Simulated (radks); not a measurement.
The numbers below are computed, except where a source is named.
Problem. Neutral caesium: order these configurations by energy. Code: a radial shooting solver on a logarithmic mesh with Libxc functionals. Model: scalar-relativistic Kohn-Sham, PBE, spin-polarised, spherical densities, finite nucleus; Fermi nuclear charge, rms radius of each element as measured or else 0.836 A^(1/3) + 0.57 fm. Open shells are filled with parallel spins first. [Xe] 4f1; [Xe] 5d1; [Xe] 6p1; [Xe] 6s1.

Solution. From the lowest, in eV above it: [Xe] 6s1 0.000; [Xe] 6p1 1.386; [Xe] 5d1 1.706; [Xe] 4f1 3.015.
